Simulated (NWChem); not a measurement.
System: C2H6F2Si; SMILES FC(F)C[SiH3]

```xyz
11

F      0.3689     1.3314    -1.0917
C     -0.4117     1.1469     0.0000
F      0.3689     1.3314     1.0917
C     -0.9920    -0.2428     0.0000
Si     0.2809    -1.6551     0.0000
H     -1.1789     1.9425     0.0000
H     -1.6392    -0.3552     0.8847
H     -1.6392    -0.3552    -0.8847
H      1.1392    -1.6039    -1.2185
H     -0.4824    -2.9403     0.0000
H      1.1392    -1.6039     1.2185
```
Atoms are numbered in this order, from 1.

Coordinates come from a PBE0/def2-SVP optimisation.

Question: Give the principal values of the shielding tensors (ppm) of F1, C2, C4, Si5 from B3LYP/6-31G* (spherical d), GIAO (NWChem), with their diamagnetic and paramagnetic parts as GIAO splits them.

Answer: 
```csv
atom,σ11,σ22,σ33,isotropic,diamagnetic,paramagnetic
F1,223.2,352.4,375.4,317.0,472.3,-155.3
C2,59.4,84.8,96.7,80.3,242.7,-162.4
C4,156.6,165.3,193.9,171.9,251.1,-79.2
Si5,447.3,451.4,484.5,461.1,882.3,-421.3
```
